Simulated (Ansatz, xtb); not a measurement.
Two isomers of C3HFSe

Structure X: `C#CC(F)=[Se]`, a singlet. Structure Y: `FC=C=C=[Se]`, a singlet. Both are isolated molecules in the gas phase, relaxed with B3LYP/6-31G*.

X (Å):

```yaml
atoms:
  - { symbol: C, position_ang: [-3.0231, -0.3056, 1.2300] }
  - { symbol: C, position_ang: [-1.8758, -0.6961, 1.2047] }
  - { symbol: C, position_ang: [-0.5417, -1.1540, 1.1746] }
  - { symbol: F, position_ang: [-0.4578, -2.4753, 0.9612] }
  - { symbol: Se, position_ang: [0.9059, -0.1565, 1.3865] }
  - { symbol: H, position_ang: [-4.0265, 0.0574, 1.2557] }
```

Y (Å):

```xyz
6

C    -2.5755   -0.9410    0.8024
C    -1.3505   -0.7605    1.2609
C    -0.1903   -0.6076    1.7484
F    -2.9395   -0.6182   -0.4451
Se    1.3846   -0.3992    2.4074
H    -3.4109   -1.3590    1.3604
```

Energies in hartree; the thermal terms are from B3LYP/6-31G* harmonic frequencies (ideal gas, rigid rotor, one conformer each, 298.15 K, 1 atm) and include the zero-point energy:

|  | X | Y |
| --- | --- | --- |
| E, CCSD(T)/def2-SVP | −2613.725528 | −2613.726384 |
| E, MP2/def2-SVP | −2613.683094 | −2613.681442 |
| E, MP2/def2-TZVPP | −2614.411147 | −2614.408924 |
| zero-point energy | 0.027008 | 0.028283 |
| H(298 K) − E | 0.033094 | 0.034467 |
| G(298 K) − E | −0.002819 | −0.001849 |

Q: Correct the CCSD(T) difference for the basis set by the MP2 change, then work out ΔE, ΔE₀, ΔH and ΔG for X → Y in kJ/mol (1 Eh = 2625.50 kJ/mol) and the equilibrium ratio [Y]/[X].

A: 1. Differences Y − X: CCSD(T) −0.000856, MP2 in the small set +0.001652, MP2 in the large set +0.002223 Eh.
2. ΔE = −0.000856 + (+0.002223 − (+0.001652)) = −0.000285 Eh = −0.75 kJ/mol.
3. ΔE₀ = ΔE + ΔZPE = −0.000285 + (+0.001275) Eh = +2.60 kJ/mol.
4. ΔH = ΔE + (+0.001373) Eh = +2.86 kJ/mol.
5. ΔG = ΔE + (+0.000970) Eh = +1.80 kJ/mol, so ΔS = (ΔH − ΔG)/T = +3.5 J/(mol K).
6. kT = 0.9442 mEh, so K = [Y]/[X] = exp(−ΔG/kT) = exp(−0.73) ≈ 0.48.

The two are too close for this level to say which is favoured. An error of 4 kJ/mol in ΔG would change K by a factor of 5. Mirror images and further conformers aren't counted.

As drawn, Y has 2 C=C in place of 1 C≡C, 1 C–C.

Other levels gave ΔE = −11.2 (GFN2-xTB); +13.7 (HF/STO-3G, GFN2-xTB geometries); −29.6 (r2SCAN-D4/def2-SVP, GFN2-xTB geometries); −24.8 (B3LYP/6-31G*); +3.7 (HF/def2-SVP); +4.3 (MP2/def2-SVP); −2.2 (CCSD(T)/def2-SVP) kJ/mol. The correlated steps freeze 13 core orbitals; the filled d shell of Se is correlated, in a basis made for valence electrons. Programs: Ansatz 0.2.0, xtb 6.7.1.
